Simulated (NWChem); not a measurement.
System meant: C₃H₄F₂O; SMILES FC(F)C(C)=O

The following NWChem deck was run.

```
start job
memory heap 200 mb stack 900 mb global 1100 mb
geometry units angstroms noautoz
  C      1.356562    -1.056655     0.000000
  C     -0.118603    -0.794955     0.000000
  O     -0.972809    -1.642911     0.000000
  C     -0.529202     0.683168     0.000000
  F     -0.014148     1.288186     1.091464
  F     -0.014148     1.288186    -1.091464
  H      1.545864    -2.136441     0.000000
  H      1.814168    -0.585971    -0.883799
  H      1.814168    -0.585971     0.883799
  H     -1.627035     0.785043     0.000000
end
basis spherical
  * library def2-svp
end
dft
  xc xpbe96 cpbe96
  iterations 4
  mulliken
end
task dft energy
```

End of the output:

```
    Atom       Charge   Shell Charges
 -----------   ------   -------------------------------------------------------
    1 C    6     6.09   1.96  0.58  0.30  1.93  1.25  0.06
    2 C    6     5.98   1.96  0.64  0.30  1.85  1.01  0.21
    3 O    8     8.10   1.97  0.93  0.64  2.68  1.84  0.03
    4 C    6     5.87   1.96  0.62  0.31  1.78  0.94  0.27
    5 F    9     9.06   1.98  1.02  0.74  3.20  2.11  0.01
    6 F    9     9.06   1.98  1.02  0.74  3.20  2.11  0.01
    7 H    1     0.96   0.63  0.26  0.07
    8 H    1     0.95   0.62  0.26  0.07
    9 H    1     0.95   0.62  0.26  0.07
   10 H    1     0.99   0.66  0.27  0.07

 center of mass
 --------------
 x =  -0.06895535 y =   0.10426589 z =   0.00000000

 moments of inertia (a.u.)
 ------------------
         661.406423058737          -0.000000000000           0.000000000000
          -0.000000000000         353.847392417266           0.000000000000
           0.000000000000           0.000000000000         680.718134599837

     Multipole analysis of the density
     ---------------------------------

     L   x y z        total         alpha         beta         nuclear
     -   - - -        -----         -----         ----         -------
     0   0 0 0     -0.000000    -24.000000    -24.000000     48.000000

     1   1 0 0      0.452341      0.226170      0.226170     -0.000000
     1   0 1 0      0.128461      0.064230      0.064230     -0.000000
     1   0 0 1     -0.000000     -0.000000     -0.000000      0.000000

     2   2 0 0    -23.956361    -68.776429    -68.776429    113.596497
     2   1 1 0     -3.293459      4.660594      4.660594    -12.614647
     2   1 0 1     -0.000000     -0.000000     -0.000000      0.000000
     2   0 2 0    -27.796758   -140.322379   -140.322379    252.847999
     2   0 1 1     -0.000000     -0.000000     -0.000000      0.000000
     2   0 0 2    -25.221070    -53.687572    -53.687572     82.154075

 ------------------------------------------------------------------------
 dft energy failed                                                                                  0
 ------------------------------------------------------------------------
 ------------------------------------------------------------------------
  current input line :
    23: task dft energy
 ------------------------------------------------------------------------
 ------------------------------------------------------------------------
 This type of error is most commonly associated with calculations not reaching convergence criteria
 ------------------------------------------------------------------------
 For more information see the NWChem manual at https://nwchemgit.github.io

0:dft energy failed:Received an Error in Communication
```

Question: Find the fault in this run and fix the input.

Answer: The run did not converge; its last values are not results. Cause: the SCF was allowed too few iterations. This input runs:
```
start job
memory heap 200 mb stack 900 mb global 1100 mb
geometry units angstroms noautoz
  C      1.356562    -1.056655     0.000000
  C     -0.118603    -0.794955     0.000000
  O     -0.972809    -1.642911     0.000000
  C     -0.529202     0.683168     0.000000
  F     -0.014148     1.288186     1.091464
  F     -0.014148     1.288186    -1.091464
  H      1.545864    -2.136441     0.000000
  H      1.814168    -0.585971    -0.883799
  H      1.814168    -0.585971     0.883799
  H     -1.627035     0.785043     0.000000
end
basis spherical
  C library def2-svp
  O library def2-svp
  F library def2-svp
  H library def2-svp
end
dft
  xc xpbe96 cpbe96
  iterations 150
  mulliken
end
task dft energy
```
It converges to -390.91280 Ha (PBE/def2-SVP).
